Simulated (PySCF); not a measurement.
# Sulfur: highly charged ions in a basis for the neutral atom

S⁷⁺ [He] 2s2 2p5, S⁸⁺ [He] 2s2 2p4. Calculation: PySCF 2.14, in jorge-DZP-DKH (7s4p1d, 24 functions); scalar relativity by spin-free X2C-1e. No spin-orbit coupling, so a gap to NIST mixes the basis error with missing relativistic terms.

Changed run: basis of the neutral atom used for a highly charged ion. This setting is unsound on purpose.

| species | method | sound run (hartree) | changed run (hartree) | converged |
| --- | --- | --- | --- | --- |
| S⁷⁺ | UHF | not run | -378.31191 | yes |
| S⁷⁺ | M06-2X | not run | -378.66738 | yes |
| S⁷⁺ | PBE | not run | -378.48867 | yes |
| S⁸⁺ | UHF | not run | -366.21756 | yes |
| S⁸⁺ | M06-2X | not run | -366.50922 | yes |
| S⁸⁺ | PBE | not run | -366.33648 | yes |

Ionisation energy of S⁷⁺:

```
method  changed run (eV)  NIST (eV)
   UHF            329.10     328.79
M06-2X            330.84     328.79
   PBE            330.68     328.79
```

The contracted functions were made for the neutral atom and can be too rigid for a highly charged ion.
